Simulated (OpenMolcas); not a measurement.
Ta4+ among 5 point charges of -1 e arranged as a square pyramid (C4v), 1.86 Å from the ion, with the axial distance 2.158 Å.
```
   1.8600    0.0000    0.0000  -1.00
   0.0000    1.8600    0.0000  -1.00
  -1.8600    0.0000    0.0000  -1.00
   0.0000   -1.8600    0.0000  -1.00
   0.0000    0.0000    2.1576  -1.00
```

```json
{"Program": "OpenMolcas", "Method": "SS-CASPT2, IPEA 0.25 Eh, imaginary shift 0.1 Eh (closed shells correlated: 4f 5s 5p)", "Basis": "ANO-RCC-VTZP [8s7p5d3f2g1h]", "Scalar Hamiltonian": "DKH2, point nucleus", "Active space": "1 electron in 5 orbitals (5d)", "State averaging": "2S+1 = 2 even, 5 roots", "Spin-orbit coupling": "RASSI with atomic mean-field integrals over the reference wave functions"}
```

Task: What is the spin-free ground state?

Result: A state of multiplicity 2, 1-fold in its orbital part, 100 % from free-ion D terms; it has the highest spin that d1 allows.

Task: Where is the first state of the same spin?

Result: A 2-fold state lies at 1410 cm-1 above the ground state.

Task: What are the lowest two levels with spin-orbit coupling?

Result: A 2-fold level with g = 1.02, 1.28, 1.28, then a 2-fold level 4780 cm-1 above it. Their leading multiplicities are 2 (100 %) and 2 (100 %).

Task: What is χT at 300 K, and how does it compare with the textbook value?

Result: The lowest level has 2S+1 = 2, for which the spin-only value is χT = S(S+1) / 2 = 0.375 cm3 K/mol (g = 2). The computed 0.147 at 300 K differs by -0.228, through orbital momentum, spin-orbit coupling and any other state in reach.

Spin-orbit coupling mixes the spin-free states strongly: the lowest level takes only 51 % from its leading state, an unlabelled state of the same spin as most of the rest. Free-ion shares, where given, are those of the reference states; single-state CASPT2 does not remix them. This is an electrostatic model: the charges have no orbitals. An unlabelled pair can be two single states that coincide in this model. No measured value stands beside these numbers.
